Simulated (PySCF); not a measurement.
tetraantimony cation (Sb₄), SMILES [Sb]12[Sb]3[Sb]1[Sb]23 (connectivity only; charge and spin as stated), charge +1, multiplicity 2.

The structure is a stationary point at PBE0-D3(BJ)/def2-SVP. The spin state was assumed, not searched. The def2 effective core potentials stand for the cores of Sb; spin–orbit coupling is left out.

Calculation: PBE0-D3(BJ)/def2-SVP in PySCF.

Frequencies are harmonic and unscaled.

Modes within 1.5 cm⁻¹ of each other (mostly degenerate sets) share a row, with their intensities summed.

Computed harmonic wavenumbers and intensities:
```tsv
mode	ν (cm⁻¹)	IR (km/mol)	moving atoms (share of kinetic energy)
1	102	0.0	Sb 100 %
2	113	0.0	Sb 100 %
3	127	0.9	Sb 100 %
4–5	192	0.5	Sb 100 %
6	240	0.0	Sb 100 %
```
